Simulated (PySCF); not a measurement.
# `C(B(NCCC)[AsH2])#N`, C₄H₁₀AsBN₂

Geometry (Å), atoms numbered from 1 in this order:
```xyz
18

C    -2.1138   -0.2722   -0.3849
C    -1.6835    0.2899    0.9645
C    -0.2263   -0.0570    1.2883
N     0.6884    0.5381    0.3365
B     1.4506   -0.1038   -0.6158
As    2.5484    0.9147   -1.9914
C     1.4261   -1.6251   -0.6906
N     1.4514   -2.7699   -0.7984
H    -1.9985   -1.3536   -0.3996
H    -3.1558   -0.0323   -0.5813
H    -1.5083    0.1450   -1.1881
H    -1.8053    1.3764    0.9669
H    -2.3174   -0.1192    1.7528
H     0.0176    0.2961    2.2978
H    -0.0921   -1.1408    1.2590
H     0.6719    1.5504    0.3781
H     3.8408    0.2915   -1.5488
H     2.7971    2.0782   -1.0569
```

Level of theory: PySCF 2.14.0, GIAO BLYP/3-21G magnetisability, rotational g tensor and spin-rotation constants, non-relativistic, gas phase. Geometry: GFN2-xTB.

The calculation is non-relativistic, which matters for the atoms heavier than Zn.

(1) How diamagnetic is it, and how anisotropic?

(2) Split it along the inertial axes a, b, c into diamagnetic and paramagnetic parts about the centre of mass, with the quadrupole moment.

(3) And the rotational g tensor?

Results:

(1) Isotropic -1593 × 10⁻³⁰ J/T², or -95.9 × 10⁻⁶ cm³/mol; principal values -1642, -1603, -1535 × 10⁻³⁰ J/T², anisotropy 94 × 10⁻³⁰ J/T² (root of half the summed squared differences of the principal values). The susceptibility is in cgs units.

(2) 
| axis | χ (10⁻⁶ cm³/mol) | diamagnetic (10⁻⁶ cm³/mol) | paramagnetic (10⁻⁶ cm³/mol) | summed x² of all electrons (Å²) | quadrupole Θ (D Å) |
| --- | --- | --- | --- | --- | --- |
| a | -94.7 | -724.9 | 630.2 | 370.0 | +8.20 |
| b | -96.6 | -1797.6 | 1701.0 | 117.1 | -10.28 |
| c | -96.6 | -2066.7 | 1970.1 | 53.7 | +2.08 |

Anisotropies 2χaa − χbb − χcc = +3.8 and 2χbb − χaa − χcc = -1.9 × 10⁻⁶ cm³/mol. Θ is traceless in Buckingham's convention.

(3) 
```tsv
axis	rotational constant (GHz)	g	nuclear part	electronic part
a	1.9495	-0.0203	0.5569	-0.5772
b	0.6874	-0.0030	0.5463	-0.5493
c	0.5847	-0.0046	0.5365	-0.5411
```
Asymmetric top; isotopes 75As, 11B, 12C, 1H, 14N; no vibrational averaging.
